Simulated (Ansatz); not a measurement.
CH3AlF2 (`F[CH2][AlH][F]`) at its PBE0-D4/def2-TZVP geometry, where that method's forces vanish. Total charge 0; spin multiplicity 1.

| atom | x (Å) | y (Å) | z (Å) |
| --- | --- | --- | --- |
| F1 | 1.140 | 1.502 | -0.186 |
| C2 | 0.200 | 0.584 | -0.647 |
| Al3 | -0.303 | -0.750 | 0.719 |
| F4 | 0.384 | -0.682 | 2.213 |
| H5 | -0.679 | 1.144 | -0.994 |
| H6 | 0.611 | 0.097 | -1.542 |
| H7 | -1.352 | -1.895 | 0.436 |

**Question.** For each bond, give half the difference of the two atoms' forces along it (eV/Å; positive pushes the atoms apart) under PBE-D4, r2SCAN-D4, B3LYP-D4, ωB97M-V in def2-TZVPP. (Estimate.)

**Answer.** Computed: 
| bond | length (Å) | PBE-D4 | r2SCAN-D4 | B3LYP-D4 | ωB97M-V |
| --- | --- | --- | --- | --- | --- |
| F1–C2 | 1.392 | 0.47 | 0.38 | 0.43 | 0.33 |
| C2–Al3 | 1.974 | -0.17 | -0.10 | -0.02 | -0.07 |
| C2–H5 | 1.099 | 0.10 | -0.03 | -0.12 | -0.12 |
| C2–H6 | 1.099 | 0.10 | -0.03 | -0.12 | -0.12 |
| Al3–F4 | 1.647 | 0.45 | 0.04 | 0.14 | 0.15 |
| Al3–H7 | 1.578 | -0.05 | -0.04 | -0.15 | -0.18 |

B3LYP here is the variant with VWN-RPA as its local correlation; programs differ in this.
